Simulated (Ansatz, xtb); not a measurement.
**Ranking isomers of C4H2BrFS**

6 gas-phase structures of C4H2BrFS, from a drawn sample of its isomers (lower ones may exist). Each was relaxed with GFN2-xTB:

A. `Fc1cc(Br)cs1`, a singlet
B. `Fc1csc(Br)c1`, a singlet
C. `Fc1ccsc1Br`, a singlet
D. `Fc1cscc1Br`, a singlet
E. `Fc1ccc(Br)s1`, a singlet
F. `Fc1sccc1Br`, a singlet

Estimate their order in r2SCAN-D4/def2-SVP energy at these geometries, lowest first.

Calculated order at r2SCAN-D4/def2-SVP: D (0.0), B (1.0), C (1.8), A (2.6), F (3.8), E (4.5) kcal/mol. Less than 1 kcal/mol parts B and C; C and A; F and E, so the order within those pairs means little.

Energies above the lowest of each column, in kcal/mol; the last columns are at B3LYP/def2-SVP geometries:

```tsv
structure	GFN2-xTB	HF/STO-3G	r2SCAN-D4/def2-SVP	B3LYP/def2-SVP	CCSD(T)/def2-SVP + ΔMP2/def2-TZVPP
D	0.0	0.9	0.0	0.0	0.0
B	0.5	1.2	1.0	1.0	1.2
C	2.5	1.6	1.8	1.7	2.0
A	0.0	0.0	2.6	2.5	2.8
F	2.2	0.6	3.8	3.7	3.9
E	2.5	0.7	4.5	4.4	5.0
```

CCSD(T)/def2-SVP + ΔMP2/def2-TZVPP puts D lowest; HF/STO-3G picks A. ΔMP2 is the change of the MP2 energy from the smaller to the larger basis.

Over these structures GFN2-xTB departs from r2SCAN-D4/def2-SVP by 1.1 kcal/mol on average once a common shift is removed. A GFN2-xTB relaxation took about 0.29 s and the r2SCAN-D4/def2-SVP energy about 6.6 s on a shared host (Ansatz 0.2.0, xtb 6.7.1).
